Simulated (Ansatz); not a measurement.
Total energies of B2F4 from Ansatz at PBE0-D4/def2-TZVPD, gas phase (1 Eh = 27.2114 eV = 2625.5 kJ/mol). The reference geometry is relaxed at PBE0-D4/def2-SVP.

```
atom   x (Å)   y (Å)   z (Å)
  B1   0.443   0.675  -0.305
  B2  -0.442  -0.676   0.305
  F3   1.225   0.568  -1.359
  F4   0.061  -1.892   0.291
  F5   0.366   1.861   0.263
  F6  -1.652  -0.536   0.805
```

```csv
state,geometry,energy (Eh)
charge 0 singlet,reference,-449.05662
charge -1 doublet,reference,-449.05647
free B atom (doublet),–,-24.61833
free F atom (doublet),–,-99.67703
```

Problem. Work out the vertical electron affinity, to the doublet.

Solution. E(charge 0 singlet) − E(charge -1 doublet) = -449.05662 − (-449.05647) = -0.00015 Eh = 0.00 eV; so near zero that its sign isn't settled.

Problem. What is the binding energy per atom against free atoms?

Solution. Atoms: 2 × (-24.61833) + 4 × (-99.67703) = -447.94478 Eh. Binding: -447.94478 − (-449.05662) = 1.11184 Eh = 30.25 eV, or 5.04 eV for each of 6 atoms (no zero-point energy, no counterpoise term).

At PBE0-D4/def2-TZVPD the highest occupied level of the charge -1 doublet lies above zero (up to 2.16 eV). Energy differences put its binding near zero (0.00 eV; vertical, to the charge 0 singlet, at PBE0-D4/def2-TZVPD), which leaves it undecided. 

The structure comes from a short search, and lower isomers may exist.
